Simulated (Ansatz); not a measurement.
Ansatz (an electronic-structure program) input (B3LYP/LANL2DZ): The .json file is the Basis Set Exchange's LANL2DZ.

Ansatz 0.2 input:
```yaml
crystal:
  periodic: [false, false, false]
  atoms:
    - {symbol: Sb, position_ang: [0.00108767, 0.04563180, 0.00046138]}
    - {symbol: H, position_ang: [-1.24162337, -1.13465111, -0.01431337]}
    - {symbol: H, position_ang: [1.18615228, -1.19257051, -0.00921681]}
basis:
  gaussian:
    orbitals: LANL2DZ.json
hamiltonian:
  xc: {name: B3LYP}
total_charge: 1
relax: {f_tol: 0.003, max_steps: 120}
```

Output:

```
WARN ansatz: RAYON_NUM_THREADS=1 ignored (pool sized by the plan → 1); use --threads N
Functional definition: B3LYP
integrals: 0.00 GiB planned
169 factors; integrals over basis functions are off by at most 2.3e-4 eV
mean field: 0.04 GiB planned
mean field evaluation 1: about -169.4313 eV, gradient 7.8e0 eV
mean field evaluation 2: about -169.5838 eV, gradient 4.7e0 eV
mean field evaluation 4: about -169.7058 eV, gradient 4.7e-3 eV
mean field evaluation 8: about -169.7037 eV, gradient 4.5e-5 eV
mean field -169.70367282 eV, -6.2364949467 hartree, gradient 4.5e-5 eV, S^2 0.000000; 0 other end points of the search recorded, 0 dependent functions left out
the calculation of the forces begins
reference -169.70384586 eV, -6.2365013060 hartree; 3, 3 occupied and 9, 9 virtual orbitals, 169 factors
relax step   1: F+E_penalty+E_count = -169.70367282 eV  Δ(F+E_penalty+E_count) = +0.000e0 eV  max|allowed force component| = 1.237e-1 eV/Å  Δτ_max = 0.0000 Å  (18 SCF iters, accepted)
these checks for a lower state are left out or cut short: starts, cluster_reference, orbital_swaps, neighbouring_geometries, increment
integrals: 0.00 GiB planned
169 factors; integrals over basis functions are off by at most 2.3e-4 eV
mean field: 0.04 GiB planned
mean field -169.70374332 eV, -6.2364975378 hartree, gradient 2.9e-5 eV, S^2 0.000000; 0 other end points of the search recorded, 0 dependent functions left out
the calculation of the forces begins
reference -169.70391697 eV, -6.2365039190 hartree; 3, 3 occupied and 9, 9 virtual orbitals, 169 factors
relax step   2: F+E_penalty+E_count = -169.70374332 eV  Δ(F+E_penalty+E_count) = -7.051e-5 eV  max|allowed force component| = 9.993e-2 eV/Å  Δτ_max = 0.0105 Å  (20 SCF iters, accepted)
these checks for a lower state are left out or cut short: starts, cluster_reference, orbital_swaps, neighbouring_geometries, increment
integrals: 0.00 GiB planned
169 factors; integrals over basis functions are off by at most 2.3e-4 eV
mean field: 0.04 GiB planned
mean field evaluation 16: about -169.7062 eV, gradient 2.5e-1 eV
mean field -169.70413521 eV, -6.2365119395 hartree, gradient 1.3e-5 eV, S^2 0.000000; 0 other end points of the search recorded, 0 dependent functions left out
the calculation of the forces begins
reference -169.70430851 eV, -6.2365183081 hartree; 3, 3 occupied and 9, 9 virtual orbitals, 169 factors
relax step   3: F+E_penalty+E_count = -169.70413521 eV  Δ(F+E_penalty+E_count) = -3.919e-4 eV  max|allowed force component| = 2.482e-3 eV/Å  Δτ_max = 0.0061 Å  (16 SCF iters, accepted)
integrals: 0.00 GiB planned
169 factors; integrals over basis functions are off by at most 2.3e-4 eV
mean field: 0.04 GiB planned
mean field evaluation 32: about -169.7041 eV, gradient 4.4e-5 eV
mean field -169.70413521 eV, -6.2365119395 hartree, gradient 1.3e-5 eV, S^2 0.000000; 1 other end points of the search recorded, 0 dependent functions left out
the calculation of the forces begins
reference -169.70430851 eV, -6.2365183081 hartree; 3, 3 occupied and 9, 9 virtual orbitals, 169 factors
Total energy: -169.70430851 eV, -6.2365183081 hartree
Atom 0 at     0.001192     0.050005     0.000506 Å, force    -0.000009    -0.000389    -0.000004 eV/Å
Atom 1 at    -1.243042    -1.136805    -0.014338 Å, force     0.002482     0.000136     0.000007 eV/Å
Atom 2 at     1.187467    -1.194790    -0.009236 Å, force    -0.002473     0.000254    -0.000003 eV/Å
Dipole moment:    -0.003044    -0.127720    -0.001291 e Å
```

The dipole moment of an ion depends on the origin.
